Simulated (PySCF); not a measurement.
Several species in one continuum solvent.

Level: CAM-B3LYP/def2-SVPD in PySCF, non-relativistic, each on one gas-phase PBE0-D3(BJ)/def2-SVP geometry that isn't relaxed in the solvent. The solvent is an IEF-PCM continuum (van der Waals radii × 1.2). Specific hydrogen bonds and non-electrostatic terms are outside this model. Spin–orbit coupling is left out although an atom past zinc is present.

Problem. Order them by E(solvent) − E(gas) in chloroform (ε = 4.711), most negative first (kcal/mol).
A. `C[P+](C)(C)[Al-]([Cl])([Cl])[Cl]` ([AlCl3(PMe3)])
B. `[SiH3:1][S:2][BH:3][Br:4]` with Si1–S2–B3–Br4 0°
C. `[SH:1][c:2]1[cH:3][cH:4][cH:5][cH:6][cH:7]1` with H–S1–C2–C3 180°
D. `[O:1]=[C:2]1[O:3][CH2:4][C@H:5]1[CH2:6][SiH3:7]` with C4–C5–C6–Si7 166°

Solution. A (-8.3), D (-5.5), C (-3.0), B (-0.7).

```tsv
SMILES	charge	ΔE (kcal/mol)	polarisation term (kcal/mol)	HOMO shift (eV)	dipole gas (D)	dipole solvent (D)	atoms	lowest singlet, gas (eV)	lowest singlet, solvent (eV)
C[P+](C)(C)[Al-]([Cl])([Cl])[Cl]	0	-8.3	-9.4	+0.16	7.48	8.98	17	7.38	7.24
O=C1OC[C@H]1C[SiH3]	0	-5.5	-6.5	-0.05	4.42	5.50	15	5.92	6.03
Sc1ccccc1	0	-3.0	-3.4	0.00	1.14	1.45	13	5.01	5.03
[SiH3]SBBr	0	-0.7	-0.7	+0.05	1.03	1.26	8	5.40	5.43
```

The polarisation term is half the interaction of the solute with the induced surface charges. Singlets are vertical TDDFT energies (frozen core, non-equilibrium response), the lowest in each medium.
